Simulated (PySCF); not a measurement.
PySCF job for C4H5FO2, SMILES C[C@H]1OC=C(F)O1, TDDFT-CAM-B3LYP/def2-SVPD. The structure is a stationary point at PBE-D3(BJ)/def2-SVP. The structure was generated by enumeration; whether it is a known compound was not checked. Other conformers were not sampled.

```python
import numpy as np
from pyscf import gto, scf, dft, tdscf

mol = gto.M(
    atom='''
    C    -2.15646482    0.09467991   -0.12079520
    C    -0.93505747   -0.57600528    0.48374215
    O    -0.24014357   -1.36900448   -0.49278509
    C     0.84760368   -0.58578395   -0.87835519
    C     0.96960921    0.43622512   -0.01207289
    F     1.85030465    1.41356407    0.07374422
    O     0.00638088    0.42036130    0.95758652
    H    -1.85228721    0.73522027   -0.97200989
    H    -2.86133449   -0.67653623   -0.48744643
    H    -2.66659593    0.71899749    0.63827844
    H    -1.19783785   -1.22821113    1.34442642
    H     1.44127150   -0.89709655   -1.74047130
    ''',
    basis='def2-SVPD',
    charge=0,
    spin=0,
    max_memory=1600,
    verbose=4,
)
mf = dft.RKS(mol, xc='cam-b3lyp').density_fit(auxbasis='def2-universal-jkfit')
mf.grids.level = 3
mf.conv_tol = 1e-9
mf.max_cycle = 100
mf.kernel()
mf.grids = dft.Grids(mol).set(level=1).build(with_non0tab=True)  # coarser grid for the response kernel
td = tdscf.TDDFT(mf)
td.singlet = True
td.nstates = 10
td.conv_tol = 1e-4
td.positive_eig_threshold = 1e-6
td.kernel(x0=td.get_init_guess(mf, 15))
td.analyze()
tt = tdscf.TDA(mf)
tt.singlet = False
tt.nstates = 4
tt.conv_tol = 1e-4
tt.positive_eig_threshold = 1e-6
tt.kernel(x0=tt.get_init_guess(mf, 9))
tt.analyze(verbose=3)
```

It prints:

```
PySCF version 2.14.0

[INPUT] verbose = 4
[INPUT] num. atoms = 12
[INPUT] num. electrons = 54
[INPUT] charge = 0
[INPUT] spin (= nelec alpha-beta = 2S) = 0
[INPUT] symmetry False subgroup None
[INPUT] Mole.unit = angstrom
[INPUT] Symbol           X                Y                Z      unit          X                Y                Z       unit  Magmom
[INPUT]  1 C     -2.156464820000   0.094679910000  -0.120795200000 AA   -4.075127907059   0.178919099398  -0.228269845162 Bohr   0.0
[INPUT]  2 C     -0.935057470000  -0.576005280000   0.483742150000 AA   -1.767002529029  -1.088492225503   0.914140178408 Bohr   0.0
[INPUT]  3 O     -0.240143570000  -1.369004480000  -0.492785090000 AA   -0.453805577875  -2.587043530503  -0.931228858369 Bohr   0.0
[INPUT]  4 C      0.847603680000  -0.585783950000  -0.878355190000 AA    1.601738817373  -1.106971233666  -1.659850749190 Bohr   0.0
[INPUT]  5 C      0.969609210000   0.436225120000  -0.012072890000 AA    1.832295854756   0.824346005456  -0.022814455632 Bohr   0.0
[INPUT]  6 F      1.850304650000   1.413564070000   0.073744220000 AA    3.496569035509   2.671248951826   0.139356379070 Bohr   0.0
[INPUT]  7 O      0.006380880000   0.420361300000   0.957586520000 AA    0.012058115634   0.794367730366   1.809576263375 Bohr   0.0
[INPUT]  8 H     -1.852287210000   0.735220270000  -0.972009890000 AA   -3.500315530935   1.389364951529  -1.836832482469 Bohr   0.0
[INPUT]  9 H     -2.861334490000  -0.676536230000  -0.487446430000 AA   -5.407138536872  -1.278468188046  -0.921140253097 Bohr   0.0
[INPUT] 10 H     -2.666595930000   0.718997490000   0.638278440000 AA   -5.039135992580   1.358708340350   1.206171442815 Bohr   0.0
[INPUT] 11 H     -1.197837850000  -1.228211130000   1.344426420000 AA   -2.263585478138  -2.320982658843   2.540597728429 Bohr   0.0
[INPUT] 12 H      1.441271500000  -0.897096550000  -1.740471300000 AA    2.723608406141  -1.695266786792  -3.289014084666 Bohr   0.0

nuclear repulsion = 316.814269444128
number of shells = 79
number of NR pGTOs = 269
number of NR cGTOs = 189
basis = def2-SVPD
ecp = {}


[settings echo left out]
init E= -406.381725121676
  HOMO = -0.215361338996289  LUMO = 0.0228953597647498  gap/eV = 6.48330
cycle= 1 E= -405.093855427517  delta_E= 1.29  |g|= 0.868  |ddm|= 4.83
  HOMO = -0.24534096039933  LUMO = 0.0336295349439029  gap/eV = 7.59117
cycle= 2 E= -405.022255460662  delta_E= 0.0716  |g|= 1.11  |ddm|= 2.21
  HOMO = -0.274572319343702  LUMO = 0.0452739859132558  gap/eV = 8.70346
cycle= 3 E= -405.236955148048  delta_E= -0.215  |g|= 0.0798  |ddm|= 1.27
  HOMO = -0.27087873061892  LUMO = 0.0457977299974583  gap/eV = 8.61721
cycle= 4 E= -405.237848855341  delta_E= -0.000894  |g|= 0.0461  |ddm|= 0.148
  HOMO = -0.27355909397844  LUMO = 0.0459267889539756  gap/eV = 8.69365
cycle= 5 E= -405.238243299333  delta_E= -0.000394  |g|= 0.013  |ddm|= 0.0566
  HOMO = -0.273691381708845  LUMO = 0.0459328248310911  gap/eV = 8.69742
cycle= 6 E= -405.23827195443  delta_E= -2.87e-05  |g|= 0.00475  |ddm|= 0.0166
  HOMO = -0.273528160071124  LUMO = 0.045948951015105  gap/eV = 8.69341
cycle= 7 E= -405.238276887662  delta_E= -4.93e-06  |g|= 0.000725  |ddm|= 0.00723
  HOMO = -0.273522004304747  LUMO = 0.0459431620453392  gap/eV = 8.69309
cycle= 8 E= -405.238277008836  delta_E= -1.21e-07  |g|= 0.000491  |ddm|= 0.00165
  HOMO = -0.273523115114316  LUMO = 0.0459443259133741  gap/eV = 8.69315
cycle= 9 E= -405.238277059975  delta_E= -5.11e-08  |g|= 7.72e-05  |ddm|= 0.000752
  HOMO = -0.273532282863468  LUMO = 0.0459446650431321  gap/eV = 8.69341
cycle= 10 E= -405.238277061793  delta_E= -1.82e-09  |g|= 4.77e-05  |ddm|= 0.000225
  HOMO = -0.273528114334136  LUMO = 0.0459447498619365  gap/eV = 8.69330
cycle= 11 E= -405.238277062379  delta_E= -5.87e-10  |g|= 1.35e-05  |ddm|= 9.6e-05
  HOMO = -0.27352834162371  LUMO = 0.0459448409265848  gap/eV = 8.69331
Extra cycle  E= -405.238277062384  delta_E= -4.77e-12  |g|= 1.4e-05  |ddm|= 3.83e-05
converged SCF energy = -405.238277062384
tot grids = 48744
Overwritten attributes  positive_eig_threshold  of <class 'pyscf.tdscf.rks.TDDFT'>


******** <class 'pyscf.tdscf.rks.TDDFT'> for <class 'pyscf.df.df_jk.DFRKS'> ********
nstates = 10 singlet
deg_eia_thresh = 1.000e-03
wfnsym = None
conv_tol = 0.0001
eigh lindep = 1e-12
eigh level_shift = 0
eigh max_cycle = 100


Excitation energies (eV)
[5.7367283  6.00860389 6.21935349 6.67650935 6.86846012 7.29087927
 7.54547897 7.91010782 8.1702703  8.35362067]

** Singlet excitation energies and oscillator strengths **
Excited State   1:      5.73673 eV    216.12 nm  f=0.0096
      27 -> 28        0.62680
      27 -> 29        0.27354
Excited State   2:      6.00860 eV    206.34 nm  f=0.0120
      27 -> 28       -0.23450
      27 -> 29        0.55622
      27 -> 30       -0.12087
      27 -> 31       -0.15336
      27 -> 32       -0.17766
      27 -> 34        0.15561
      27 -> 43       -0.11180
Excited State   3:      6.21935 eV    199.35 nm  f=0.0977
      27 -> 30       -0.65602
      27 -> 31        0.20750
Excited State   4:      6.67651 eV    185.70 nm  f=0.0071
      27 -> 29        0.22707
      27 -> 31        0.11971
      27 -> 32        0.63029
      27 -> 33       -0.11059
Excited State   5:      6.86846 eV    180.51 nm  f=0.0068
      27 -> 28        0.13405
      27 -> 30       -0.17051
      27 -> 31       -0.61052
      27 -> 32        0.15533
      27 -> 35        0.16373
Excited State   6:      7.29088 eV    170.05 nm  f=0.0142
      27 -> 29        0.15552
      27 -> 33        0.49478
      27 -> 34       -0.38813
      27 -> 36       -0.19166
      27 -> 42        0.10886
Excited State   7:      7.54548 eV    164.32 nm  f=0.0047
      27 -> 33        0.36369
      27 -> 34        0.48786
      27 -> 35        0.15493
      27 -> 37       -0.16307
      27 -> 43       -0.15697
Excited State   8:      7.91011 eV    156.74 nm  f=0.0244
      27 -> 29        0.11917
      27 -> 32       -0.15293
      27 -> 33       -0.14184
      27 -> 35        0.55366
      27 -> 39        0.18570
      27 -> 40       -0.19992
      27 -> 43        0.14822
Excited State   9:      8.17027 eV    151.75 nm  f=0.0170
      27 -> 34       -0.15986
      27 -> 36        0.57199
      27 -> 37       -0.31238
Excited State  10:      8.35362 eV    148.42 nm  f=0.0225
      27 -> 33        0.22223
      27 -> 34        0.10444
      27 -> 36        0.30711
      27 -> 37        0.50193
      27 -> 43        0.15861

** Transition electric dipole moments (AU) **
state          X           Y           Z        Dip. S.      Osc.
  1        -0.1005      0.1097     -0.2147      0.0682      0.0096
  2        -0.1211     -0.1958     -0.1696      0.0818      0.0120
  3         0.0462     -0.5891     -0.5406      0.6414      0.0977
  4        -0.1434      0.1297      0.0785      0.0435      0.0071
  5         0.1851      0.0211      0.0766      0.0406      0.0068
  6        -0.2504     -0.1301      0.0001      0.0796      0.0142
  7        -0.0004      0.0896     -0.1310      0.0252      0.0047
  8        -0.2269     -0.0107     -0.2725      0.1259      0.0244
  9         0.2130     -0.1970     -0.0226      0.0847      0.0170
 10        -0.1258      0.2788      0.1288      0.1101      0.0225

** Transition velocity dipole moments (imaginary part, AU) **
state          X           Y           Z        Dip. S.      Osc.
  1        -0.0259      0.0291     -0.0508      0.0041      0.0129
  2        -0.0257     -0.0419     -0.0377      0.0038      0.0116
  3         0.0109     -0.1334     -0.1222      0.0328      0.0958
  4        -0.0386      0.0360      0.0117      0.0029      0.0079
  5         0.0523      0.0022      0.0223      0.0032      0.0085
  6        -0.0636     -0.0363      0.0039      0.0054      0.0134
  7        -0.0048      0.0299     -0.0408      0.0026      0.0062
  8        -0.0728      0.0033     -0.0832      0.0122      0.0281
  9         0.0690     -0.0601     -0.0028      0.0084      0.0186
 10        -0.0353      0.0820      0.0417      0.0097      0.0211

** Transition magnetic dipole moments (imaginary part, AU) **
state          X           Y           Z
  1        -0.3377     -0.3932      0.0994
  2        -0.1059     -0.1324      0.7189
  3         0.6466     -0.8685      0.5714
  4        -0.0989     -0.1378     -0.3658
  5        -0.1700     -0.1572     -0.4537
  6         0.2114     -0.3640     -0.0576
  7         0.2760      0.1316      0.0776
  8        -0.0756     -0.1691     -0.0700
  9         0.0828      0.3934      0.3637
 10        -0.1714      0.0006      0.0216
Overwritten attributes  positive_eig_threshold  of <class 'pyscf.tdscf.rks.TDA'>


******** <class 'pyscf.tdscf.rks.TDA'> for <class 'pyscf.df.df_jk.DFRKS'> ********
nstates = 4 triplet
deg_eia_thresh = 1.000e-03
wfnsym = None
conv_tol = 0.0001
eigh lindep = 1e-12
eigh level_shift = 0
eigh max_cycle = 100


Excitation energies (eV)
[3.82302689 5.54150624 5.80701851 6.57773604]

** Triplet excitation energies and oscillator strengths **
Excited State   1:      3.82303 eV    324.31 nm  f=0.0000
Excited State   2:      5.54151 eV    223.74 nm  f=0.0000
Excited State   3:      5.80702 eV    213.51 nm  f=0.0000
Excited State   4:      6.57774 eV    188.49 nm  f=0.0000
```

The run converged.

Cost: very roughly 8 core-minutes.
